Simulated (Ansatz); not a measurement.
Computed with Ansatz on PBE0-D4/def2-TZVP structures; ΔE is electronic, products minus reactants. CCSD(T)/CBS adds triple-zeta CCSD(T) − MP2 to the extrapolated MP2 energy (def2 sets, frozen cores). This one scheme is used for every species, atoms too. DFT in def2-TZVPP. No spin–orbit coupling; open shells (•) take unrestricted orbitals. Spin–orbit coupling would lower the free atoms: a little for F. Bonds to Ge are less sure, by a few kJ/mol each and by 10 to 20 or more in all where they break to atoms, as the def2 sets lack core-valence functions. Scalar relativity is left out up to krypton. Each species was taken in one conformer, which may not be the lowest.

Reaction (homolysis of the F–Ge bond): `[CH3][GeH]([OH])[F]` → F• + `[CH3][GeH][OH]`•

`[CH3][GeH]([OH])[F]`:

Z-matrix (Å, degrees):
```
C
Ge 1 1.923
H 1 1.090 2 108.9
H 1 1.091 2 110.1 3 -119.5
H 1 1.090 2 110.2 3 119.9
O 2 1.766 1 107.0 3 53.9
F 2 1.745 1 108.4 3 -60.9
H 2 1.538 1 118.4 3 -179.5
H 6 0.960 2 113.6 1 -179.3
```

`[CH3][GeH][OH]`•:

Z-matrix (Å, degrees):
```
C
Ge 1 1.954
H 1 1.092 2 108.7
H 1 1.090 2 110.3 3 120.0
H 1 1.090 2 109.9 3 -119.4
O 2 1.792 1 103.5 3 57.0
H 2 1.564 1 112.3 3 -59.2
H 6 0.960 2 112.7 1 -167.8
```

```
           level  ΔE (kJ/mol)  difference from CCSD(T)/CBS
     LDA (SPW92)        649.3                         70.2
       revPBE-D4        542.5                        -36.6
          B97M-V        563.9                        -15.2
      r2SCAN0-D4        539.5                        -39.6
        PBE-QIDH        560.4                        -18.7
            PBE0        547.5                        -31.6
           BHLYP        528.0                        -51.1
    MP2/def2-SVP        570.4                         -8.7
CCSD(T)/def2-SVP        539.8                        -39.3
    HF/CBS(def2)        416.8                       -162.3
     CCSD(T)/CBS        579.1                            0
```

Largest T1 diagnostic among the species: 0.013.

In def2-TZVPP, CCSD(T) changes the Hartree–Fock value by +147.7 kJ/mol (the triples alone add +9.5 kJ/mol) and MP2 by +179.7 kJ/mol; breaking electron pairs costs correlation energy, which Hartree–Fock lacks. At CCSD(T), def2-SVP lies −39.3 kJ/mol from the extrapolated value and def2-TZVPP −16.7 kJ/mol: correlation converges slowly with the basis, and small sets miss more of it in the bonded molecule than in its fragments. The D4 term adds +3.7 kJ/mol with B3LYP and +2.0 kJ/mol with PBE0; it sums over pairs of atoms, weighted by their polarisabilities, and B3LYP, whose exchange is more repulsive, gets the larger term.

B3LYP here is the variant with VWN-RPA as its local correlation; programs differ in this.

CCSD(T)/CBS has its own doubt, a few kJ/mol and more with outer-core shells, so smaller differences from it don't rank the levels.
